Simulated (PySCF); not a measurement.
Input for PySCF: R-HF/STO-3G on CH2O2Se (a complex), monomers drawn apart or pushed together.

```python
from pyscf import gto, scf, dft, mp
from pyscf.data.elements import chemcore

mol = gto.M(
    atom='''
    O     0.76179544    0.75362911   -0.39754174
    C    -0.14043988    0.02530428   -0.41792510
    O    -1.04047856   -0.70477047   -0.46225447
    Se   -0.37670862    0.01475187    5.93352886
    H    -0.67734607   -1.42439005    5.94302825
    H     1.06802502   -0.24795287    6.00748507
    ''',
    basis='sto-3g',
    charge=0, spin=0, verbose=3, max_memory=1800)
mf = scf.RHF(mol)
mf.conv_tol = 1e-8
mf.max_cycle = 100
mf.kernel()
if not mf.converged:
    mf = mf.newton().run(mf.mo_coeff, mf.mo_occ)
```

Task: What total energy does the run end on?

Result: -2559.7561 hartree.
